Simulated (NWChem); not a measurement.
System: C2H9NSi; SMILES [SiH](N)(C)C

NWChem input:

```
start job
memory heap 200 mb stack 700 mb global 900 mb
geometry units angstroms noautoz
  Si    -0.065480    -0.012679     0.341782
  C      0.138419     1.768884    -0.243707
  C      1.446315    -1.005889    -0.160922
  N     -1.473359    -0.838817    -0.261755
  H     -0.212689     0.011975     1.833100
  H      0.254345     1.819817    -1.338816
  H     -0.735062     2.382088     0.029761
  H      1.028917     2.234315     0.210073
  H      1.379901    -2.038398     0.213981
  H      1.543309    -1.048638    -1.258307
  H      2.368677    -0.552138     0.234422
  H     -1.524092    -1.077838    -1.246485
  H     -2.389440    -0.564156     0.075876
end
basis spherical
  * library 6-31g*
end
dft
  xc b3lyp
  iterations 150
  mulliken
end
task dft energy
```

Structure relaxed at the PBE0/def2-SVP level.

**Question.** What results follow from this input? (B3LYP/6-31G* (spherical d).) Quantities: energy (Ha); highest occupied level (eV); orbital gap (eV); dipole (D).

**Answer.** The energy (Ha) is -425.91 and the highest occupied level (eV) is -6.46. The orbital gap (eV) is 8.06. The dipole (D) is 1.36.
